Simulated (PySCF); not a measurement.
F3OV, SMILES [O]=[V]([F])([F])[F] at its B3LYP/def2-SVP optimised geometry (Å):

```
5

V     -0.6080    -0.7326     0.0000
O     -1.1001     0.7326     0.0000
F      1.1001    -0.7326     0.0000
F     -1.1978    -1.5013    -1.4073
F     -1.1999    -1.5019     1.4061
```

Method: PySCF 2.14.0 with B3LYP/def2-TZVP.

Map of the log10 of the electron density (e/bohr³), floored at −4 on the plane z = 0.6 Å:

```
|                               |
|                               |
|                               |
|                               |
|        ......                 |
|      .:::::::..               |
|     .:---=---::.              |
|    .:-==+++==--:.             |
|   .:-==+***++=--:.            |
|   .:-=+*###**+=-:..           |
|  .:-=+*#%%%##*+=-:...         |
|  .:-=+*#%@%%#*+=--:::..       |
|  .:-=+#%%@@%#*+==-----:..     |
|  .:-=+*#%@%%#**+======-:.     |
|  .:-=+*#%%%%#**+++++++=-:.    |
|  .:-=+**##%%##****##**+=-:.   |
|  .:-==+*##%%%##*##%%##*+-:.   |
|  .:-==+*#%%@@%###%%%%#*+=-.   |
|  .:-==+*#%@@@@%##%@@%#*+=-.   |
|  .:-=+**#%@@@%###%@@%#*+=-.   |
|  .:-=+*#%%%@%%#*##%%%#*+-:.   |
|  .:-=+*#%%%%##***####*+=-:.   |
|  .:-=+*#%%%##*+++****+=-:.    |
|  .:-=+*#####*++==+++==--:.    |
|   .:-=+*****++=====---::.     |
|   .:-==+++++==----::::..      |
|    .:--======--:::....        |
|     .:-------::..             |
|      .:::::::..               |
|        ......                 |
|                               |
```
Scale: ten equal steps from -4.00 (start of ' ') to -0.310 (end of '@'), in the order ' .:-=+*#%@'; x runs from -3.50 to 3.50, y from -3.50 (bottom) to 3.50 (top).
